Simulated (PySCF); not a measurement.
## How methods differ on the ionisation energy of Ir⁺

Ir⁺ [Xe] 4f14 5d7 6s1 [5d3/2^4 5d5/2^3 6s1/2^1, M_J = 5] → Ir²⁺ [Xe] 4f14 5d7 [5d3/2^4 5d5/2^3, M_J = 9/2], as a difference of total energies. All numbers are calculated (PySCF 2.14, the two-component X2C-1e Hamiltonian, in x2c-TZVPPall-2c (11s11p10d3f1g, 124 functions)). Correlated levels: [Kr] 4d10 4f14 frozen; the 34 highest virtual spinors dropped. "Screened" scales the spin-orbit matrix elements by Boettger's factors to mimic the two-electron term; Breit and QED terms are absent.

```
                    method  ionisation energy (eV)
           GHF (spin-free)                  16.377
          GMP2 (spin-free)                  17.663
 GHF (screened spin-orbit)                  16.304
GMP2 (screened spin-orbit)                  17.595
```

Q: How much does correlation contribute at GMP2 (screened spin-orbit)?

A: 17.595 − (16.304) = 1.291 eV, measured against GHF (screened spin-orbit).

The spin-free rows relax to the high-spin LS determinant and lack the spin-orbit shift.

Errors of the correlated levels include the incompleteness of this basis and the frozen core.

The labels give the starting determinants; with spin-orbit coupling the two ends relaxed to ⟨J²⟩ = 30.01, ⟨L²⟩ = 12.79, ⟨S²⟩ = 5.85 and ⟨J²⟩ = 24.77, ⟨L²⟩ = 13.11, ⟨S²⟩ = 3.59.

For comparison: 17 ± 0.3 eV (semi-empirical (NIST evaluation); NIST Atomic Spectra Database, ionization energies).
